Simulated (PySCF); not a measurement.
C$_{2}$H$_{5}$Cl$_{3}$GeO (SMILES CC[O][Ge]([Cl])([Cl])[Cl]), singlet, geometry from GFN2-xTB, atoms displaced at random by about 0.03 Å a coordinate; R2SCAN/STO-3G, gradient (PySCF).

Here is a job for PySCF.
```python
from pyscf import gto, scf, dft

mol = gto.M(
    atom='''
C     2.95261923    0.25397775   -0.60529785
C     2.21997415   -0.92835751   -0.96403998
O     0.76343917   -0.71333744   -1.12662649
Ge   -0.36167454   -0.01236693   -0.00611070
Cl   -0.22254840    2.15705464    0.14294302
Cl   -2.18390114   -0.58132129   -0.82223440
Cl   -0.04175622   -0.87967564    1.94879392
H     2.86340088    1.00353567   -1.34118842
H     4.05846359   -0.04327884   -0.57368448
H     2.72994519    0.60339218    0.40632765
H     2.53674303   -1.39052973   -1.88195755
H     2.26439649   -1.70775979   -0.18054002
''',
    basis='sto-3g',
    verbose=4,
)

mf = dft.RKS(mol)
mf.xc = 'r2scan'
mf.kernel()
g = mf.nuc_grad_method()
g.grid_response = True
grad = g.kernel()
```

It wrote (shortened):

```
PySCF version 2.14.0

[INPUT] verbose = 4
[INPUT] num. atoms = 12
[INPUT] num. electrons = 108
[INPUT] charge = 0
[INPUT] spin (= nelec alpha-beta = 2S) = 0
[INPUT] symmetry False subgroup None
[INPUT] Mole.unit = angstrom
[INPUT] Symbol           X                Y                Z      unit          X                Y                Z       unit  Magmom
[...]
nuclear repulsion = 951.930792881763
number of shells = 37
number of NR pGTOs = 195
number of NR cGTOs = 65
basis = sto-3g
ecp = {}

******** <class 'pyscf.dft.rks.RKS'> ********
method = RKS
initial guess = minao
damping factor = 0
level_shift factor = 0
DIIS = <class 'pyscf.scf.diis.CDIIS'>
diis_start_cycle = 1
diis_space = 8
diis_damp = 0
SCF conv_tol = 1e-09
SCF conv_tol_grad = None
SCF max_cycles = 50
direct_scf = True
direct_scf_tol = 1e-13
XC library pyscf.dft.libxc version 7.1.2
    S. Lehtola, C. Steigemann, M. J. T. Oliveira, and M. A. L. Marques,  SoftwareX 7, 1–5 (2018)
XC functionals = r2scan
    J. W. Furness, A. D. Kaplan, J. Ning, J. P. Perdew, and J. Sun,  J. Phys. Chem. Lett. 11, 8208–8215 (2020)
    J. W. Furness, A. D. Kaplan, J. Ning, J. P. Perdew, and J. Sun,  J. Phys. Chem. Lett. 11, 9248–9248 (2020)
    J. W. Furness, A. D. Kaplan, J. Ning, J. P. Perdew, and J. Sun,  J. Phys. Chem. Lett. 11, 8208–8215 (2020)
    J. W. Furness, A. D. Kaplan, J. Ning, J. P. Perdew, and J. Sun,  J. Phys. Chem. Lett. 11, 9248–9248 (2020)
radial grids:
    Treutler-Ahlrichs [JCP 102, 346 (1995); DOI:10.1063/1.469408] (M4) radial grids

becke partition: Becke, JCP 88, 2547 (1988); DOI:10.1063/1.454033
pruning grids: <function nwchem_prune>
grids dens level: 3
symmetrized grids: False
atomic radii adjust function: <function treutler_atomic_radii_adjust>
small_rho_cutoff = 0
Set gradient conv threshold to 3.16228e-05
Initial guess from minao.
tot grids = 168640
init E= -3568.65674468828
[...]
cycle= 1 E= -3571.10888871884  delta_E= -2.45  |g|= 0.546  |ddm|=  4.4
[...]
cycle= 2 E= -3570.36251437832  delta_E= 0.746  |g|= 1.75  |ddm|= 3.39
[...]
cycle= 3 E= -3571.2113829309  delta_E= -0.849  |g|= 0.138  |ddm|= 2.88
[...]
cycle= 4 E= -3571.2170718717  delta_E= -0.00569  |g|= 0.0716  |ddm|= 0.381
[...]
cycle= 5 E= -3571.21891485556  delta_E= -0.00184  |g|= 0.00761  |ddm|= 0.12
[...]
cycle= 6 E= -3571.21893936629  delta_E= -2.45e-05  |g|= 0.00166  |ddm|= 0.0198
[...]
cycle= 7 E= -3571.2189405163  delta_E= -1.15e-06  |g|= 0.000546  |ddm|= 0.00459
[...]
cycle= 8 E= -3571.21894063346  delta_E= -1.17e-07  |g|= 2.99e-05  |ddm|= 0.00108
[...]
cycle= 9 E= -3571.21894063382  delta_E= -3.59e-10  |g|= 1.08e-05  |ddm|= 0.000109
[...]
Extra cycle  E= -3571.21894063387  delta_E= -4.91e-11  |g|= 9.73e-06  |ddm|= 6.2e-05
converged SCF energy = -3571.21894063387

******** <class 'pyscf.grad.rks.Gradients'> for <class 'pyscf.dft.rks.RKS'> ********
unit = Eh/Bohr
grid_response = True
--------------- RKS gradients ---------------
         x                y                z
0 C    -0.0926353463    -0.0178586373    -0.0394761960
1 C     0.0762934541     0.0576399899    -0.0266408262
2 O     0.0345486250    -0.0155091002     0.0029551331
3 Ge    -0.0593848959     0.0098392585     0.0159746699
4 Cl     0.0022837229     0.0064769568    -0.0012614285
5 Cl     0.0182924087     0.0030952934     0.0060823743
6 Cl     0.0026362921    -0.0026904798    -0.0022852640
7 H     0.0060511780    -0.0337953768     0.0219426392
8 H     0.0269321185    -0.0109623421     0.0014234643
9 H     0.0068845128    -0.0071480893    -0.0005728514
10 H    -0.0083899944     0.0067969545     0.0268912596
11 H    -0.0135120755     0.0041155723    -0.0050329744
----------------------------------------------
```
